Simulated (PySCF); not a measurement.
**Structure revision by computed shifts**

A compound C₅H₉NOSi gives the data below (simulated from a calculation) and was assigned the structure `C=C[C@H](C)O[SiH2]C#N`.

¹³C{¹H} NMR (computed): δ 155.2 (CH), 150.8 (C), 140.3 (CH), 27.7 (CH2), 15.0 (CH2).

¹H NMR (400 MHz, computed): δ 7.70 (m, 1H), 7.61 (m, 1H), 3.73 (t, 3H), 2.99 (t, 2H), 1.01 (m, 2H).

Theoretical values (PySCF 2.14.0 with density-fitted response routines): coordinates at the GFN2-xTB level, NMR shieldings at PBE0/pcSseg-1/GIAO. No solvent, non-relativistic Hamiltonian, rapidly exchanging positions averaged, one computed conformer.

Chemical shifts δ = σref − σ; ¹H (31.72 ppm) and ¹³C (186.93 ppm) against TMS, all at this level.

Q: Compare with the shifts computed for the proposed structure, pairing carbons in order of shift.

A: Mapped SMILES: `[CH2:1]=[CH:2][C@H:3]([CH3:4])[O:5][SiH2:6][C:7]#[N:8]`. Hydrogens are named by the atom that carries them.

```
atom  computed for proposal  given list  difference
  C2                  151.0       155.2        -4.2
  C7                  127.1       150.8       -23.7
  C1                  126.0       140.3       -14.3
  C3                   79.0        27.7       +51.3
  C4                   26.8        15.0       +11.8
```

The rms difference is 26.6 ppm and the largest +51.3 ppm at C3 (allylic sp3 CH bonded to O). The carbon types in order of shift don't match either: CH, C, CH2, CH, CH3 for the proposal against CH, C, CH, CH2, CH2 in the data. The proposal doesn't fit.

Q: Which isomer fits?

A: `[SiH3]CCc1cocn1`.

Carbon types of the structure: 1 × C, 2 × CH, 2 × CH2, leaving 3 H on heteroatoms. δC 155.2: aromatic CH between two ring heteroatoms. δC 150.8: substituted aromatic carbon next to a ring nitrogen. δC 140.3: aromatic CH next to the ring oxygen. δC 27.7: sp3 CH2 on an aromatic ring; saturated and bonded to C and H only.

Other isomers checked: C[SiH2]c1ccc(N)o1 (rms 29.9 ppm); CO[C@@H]1C[C@@]1([SiH3])C#N (rms 53.0 ppm).

The data come from this structure; uniqueness wasn't tested.

Shifts are as computed. Against solution values, carbons near 30 ppm lie about +3 ppm off and those near 130 ppm about +5 ppm. Of 1211 compounds with measured shifts, 218 miss one by over three times the rms of a fit or turn the order of signals round; such compounds aren't used in these exercises. No couplings were computed; multiplicities are counted from neighbouring protons, with m where these are inequivalent, close in shift, in a saturated or five-membered ring or joined by F or P, and br s for small geminal =CH2 splittings.
